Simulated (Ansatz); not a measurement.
Mulliken charges of F2GaH4NSi (`[NH2][Ga]([F])[SiH2]F`) from B3LYP/def2-TZVPP in Ansatz (PBE0-D4/def2-TZVP geometry).

```tsv
atom	x (Å)	y (Å)	z (Å)	charge (e)
N1	1.490	0.660	-1.328	-0.380
Ga2	0.622	-0.452	-0.206	0.492
F3	1.459	-1.997	-0.032	-0.408
Si4	-1.407	-0.155	1.035	0.452
F5	-1.995	1.309	0.727	-0.326
H6	1.179	1.587	-1.561	0.145
H7	2.348	0.409	-1.790	0.150
H8	-2.435	-1.152	0.641	-0.062
H9	-1.172	-0.254	2.498	-0.062
```

Problem. By hand: the dipole of these point charges (1 e Å = 4.8032 D).

Solution. Σ q r = (-0.094, 0.223, -0.042) e Å, of length 0.246 e Å = 1.18 D.

Problem. How does the dipole of the full density compare? (Best estimate.)

Solution. Computed: (-0.075, 0.305, -0.094) e Å, 1.57 D; the point charges give 0.75 times that, at 11° from its direction.

Point charges leave out the atoms' own dipoles, such as those of lone pairs, and Mulliken's split depends on the basis, so the two needn't agree.

B3LYP here is the variant with VWN-RPA as its local correlation; programs differ in this.
